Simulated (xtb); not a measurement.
C2H6Ga, charge +1, singlet, geometry from GFN2-xTB (such geometries of metal compounds can be far from the true shape); GFN2-xTB run with xtb.

xtb was given this input:
```
$ xtb mol.xyz --gfn 2 --chrg 1 --uhf 0 --json

# file mol.xyz
9

Ga     0.00343485     0.00337051     0.00482448
C      1.58503283     0.21715874    -1.29447404
H      2.25215008    -0.64381302    -1.17960578
H      2.11754032     1.14411141    -1.05677161
H      1.19097950     0.25742562    -2.31550438
C     -1.59522274    -0.22715778     1.28016163
H     -2.11010415    -1.15933422     1.02453176
H     -2.27066760     0.62564235     1.15359667
H     -1.22523915    -0.26852386     2.31006886
```

What the program printed (banner, timings and long lists left out):

```
   ID    Z sym.   atoms
    1   31 Ga     1
    2    6 C      2, 6
    3    1 H      3-5, 7-9

           -------------------------------------------------
          |                Calculation Setup                |
           -------------------------------------------------

           -------------------------------------------------
          |                 G F N 2 - x T B                 |
           -------------------------------------------------

          ...................................................
          :                      SETUP                      :
          :.................................................:
          :  # basis functions                  24          :
          :  # atomic orbitals                  23          :
          :  # shells                           13          :
          :  # electrons                        16          :
          :  max. iterations                   250          :
          :  Hamiltonian                  GFN2-xTB          :
          :  restarted?                      false          :
          :  GBSA solvation                  false          :
          :  PC potential                    false          :
          :  electronic temp.          300.0000000     K    :
          :  accuracy                    1.0000000          :
          :  -> integral cutoff          0.2500000E+02      :
          :  -> integral neglect         0.1000000E-07      :
          :  -> SCF convergence          0.1000000E-05 Eh   :
          :  -> wf. convergence          0.1000000E-03 e    :
          :  Broyden damping             0.4000000          :
          :  net charge                          1          :
          :  unpaired electrons                  0          :
          ...................................................

 iter      E             dE          RMSdq      gap      omega  full diag
   1     -8.1735708 -0.817357E+01  0.189E+01    3.16       0.0  T
   2     -8.1793545 -0.578368E-02  0.125E+01    3.18       1.0  T
   3     -8.1797751 -0.420638E-03  0.140E+00    3.28       1.0  T
   4     -8.1806918 -0.916627E-03  0.984E-01    3.34       1.0  T
   5     -8.1808696 -0.177847E-03  0.152E-01    3.31       1.0  T
   6     -8.1808821 -0.125360E-04  0.100E-01    3.30       1.0  T
   7     -8.1808832 -0.103575E-05  0.151E-02    3.30       2.2  T
   8     -8.1808832 -0.382181E-07  0.186E-03    3.30      18.0  T
   9     -8.1808832  0.122840E-09  0.223E-03    3.30      14.9  T
  10     -8.1808832 -0.491250E-09  0.107E-04    3.30     312.2  T
  11     -8.1808832 -0.109051E-10  0.452E-05    3.30     736.8  T

   *** convergence criteria satisfied after 11 iterations ***

         :::::::::::::::::::::::::::::::::::::::::::::::::::::
         ::                     SUMMARY                     ::
         :::::::::::::::::::::::::::::::::::::::::::::::::::::
         :: total energy              -8.075734280849 Eh    ::
         :: gradient norm              0.000310804866 Eh/a0 ::
         :: HOMO-LUMO gap              3.302038540439 eV    ::
         ::.................................................::
         :: SCC energy                -8.180881272159 Eh    ::
         :: -> isotropic ES            0.101574543221 Eh    ::
         :: -> anisotropic ES         -0.024397039151 Eh    ::
         :: -> anisotropic XC          0.003916287370 Eh    ::
         :: -> dispersion             -0.002397418737 Eh    ::
         :: repulsion energy           0.105146991310 Eh    ::
         :: add. restraining           0.000000000000 Eh    ::
         :: total charge               1.000000000000 e     ::
         :::::::::::::::::::::::::::::::::::::::::::::::::::::

           -------------------------------------------------
          |                Property Printout                |
           -------------------------------------------------

    * Orbital Energies and Occupations

         #    Occupation            Energy/Eh            Energy/eV
      -------------------------------------------------------------
         1        2.0000           -0.7876775             -21.4338
         2        2.0000           -0.7675998             -20.8875
         3        2.0000           -0.7180666             -19.5396
         4        2.0000           -0.6624372             -18.0258
         5        2.0000           -0.6624353             -18.0258
         6        2.0000           -0.6582597             -17.9122
         7        2.0000           -0.6582543             -17.9120
         8        2.0000           -0.5951835             -16.1958 (HOMO)
         9                         -0.4738359             -12.8937 (LUMO)
        10                         -0.3481297              -9.4731
        11                         -0.3481017              -9.4723
        12                         -0.2335850              -6.3562
        13                         -0.2335803              -6.3560
        14                         -0.0993487              -2.7034
        15                         -0.0992817              -2.7016
        16                         -0.0333671              -0.9080
        17                         -0.0175988              -0.4789
        18                          0.0359988               0.9796
        19                          0.0360631               0.9813
       ...                                ...                  ...
        23                          0.8810938              23.9758
      -------------------------------------------------------------
                  HL-Gap            0.1213477 Eh            3.3020 eV
             Fermi-level           -0.5345097 Eh          -14.5447 eV

     #   Z          covCN         q      C6AA      α(0)
     1  31 Ga       1.696     0.386   210.893    32.691
     2   6 C        3.620    -0.170    24.343     7.115
     3   1 H        0.924     0.159     1.332     1.805
     4   1 H        0.924     0.160     1.329     1.803
     5   1 H        0.924     0.159     1.335     1.807
     6   6 C        3.620    -0.170    24.343     7.115
     7   1 H        0.924     0.159     1.335     1.807
     8   1 H        0.924     0.159     1.332     1.805
     9   1 H        0.924     0.160     1.329     1.803

 Mol. C6AA /au·bohr⁶  :        949.905547
 Mol. C8AA /au·bohr⁸  :      51874.862483
 Mol. α(0) /au        :         57.751148

Wiberg/Mayer (AO) data.
largest (>0.10) Wiberg bond orders for each atom

 ---------------------------------------------------------------------------
     #   Z sym  total        # sym  WBO       # sym  WBO       # sym  WBO
 ---------------------------------------------------------------------------
     1  31 Ga   2.352 --     2 C    0.952     6 C    0.952
     2   6 C    3.981 --     1 Ga   0.952     5 H    0.895     3 H    0.895
                             4 H    0.895     6 C    0.333
     3   1 H    0.975 --     2 C    0.895
     4   1 H    0.975 --     2 C    0.895
     5   1 H    0.975 --     2 C    0.895
     6   6 C    3.981 --     1 Ga   0.952     7 H    0.895     8 H    0.895
                             9 H    0.895     2 C    0.333
     7   1 H    0.975 --     6 C    0.895
     8   1 H    0.975 --     6 C    0.895
     9   1 H    0.975 --     6 C    0.895
 ---------------------------------------------------------------------------

Topologies differ in total number of bonds
Writing topology from bond orders to xtbtopo.mol

molecular dipole:
                 x           y           z       tot (Debye)
 q only:       -0.006      -0.006      -0.009
   full:       -0.001      -0.001      -0.002       0.007
molecular quadrupole (traceless):
                xx          xy          yy          xz          yz          zz
 q only:        5.062       1.601      -6.174      -9.277      -1.296       1.113
  q+dip:        5.469       1.730      -6.672     -10.024      -1.400       1.202
   full:        2.925       0.925      -3.568      -5.361      -0.749       0.643

           -------------------------------------------------
          | TOTAL ENERGY               -8.075734280849 Eh   |
          | GRADIENT NORM               0.000310804866 Eh/α |
          | HOMO-LUMO GAP               3.302038540439 eV   |
           -------------------------------------------------

normal termination of xtb
```
